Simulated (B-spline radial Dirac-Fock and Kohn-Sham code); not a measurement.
## Lγ1 (L2-N4) energies across the elements Ce to Hf

Calculated with a radial finite-basis atomic code, using ΔSCF Dirac-Fock with Breit, self-energy and vacuum polarisation, finite nucleus, configuration average. Free neutral atoms. Correlation and solid-state effects are left out.

| Z | element | energy (eV) | wavelength (Å) |
| --- | --- | --- | --- |
| 58 | Ce | 6052.6 | 2.0484 |
| 59 | Pr | 6321.8 | 1.9612 |
| 60 | Nd | 6598.7 | 1.8789 |
| 61 | Pm | 6882.6 | 1.8014 |
| 62 | Sm | 7173.8 | 1.7283 |
| 63 | Eu | 7472.3 | 1.6593 |
| 64 | Gd | 7778.7 | 1.5939 |
| 65 | Tb | 8091.8 | 1.5322 |
| 66 | Dy | 8413.1 | 1.4737 |
| 67 | Ho | 8742.3 | 1.4182 |
| 68 | Er | 9079.6 | 1.3655 |
| 69 | Tm | 9425.0 | 1.3155 |
| 70 | Yb | 9778.8 | 1.2679 |
| 71 | Lu | 10141.4 | 1.2226 |
| 72 | Hf | 10512.8 | 1.1794 |

Q: How well does Moseley's law, √E linear in Z, describe these energies?

A: A straight-line fit gives √(E/eV) = 1.7660·(Z − 14.02). The slope squared is 0.2292 Ry, against 0.1875 Ry for a hydrogen-like ion. The residuals, fit less computed, are Ce -19.7, Pr -11.4, Nd -4.5, Pm +1.4, Sm +6.4, Eu +10.4, Gd +12.6, Tb +14.3, Dy +14.1, Ho +12.3, Er +8.6, Tm +3.0, Yb -4.7, Lu -15.0, Hf -27.9 eV.
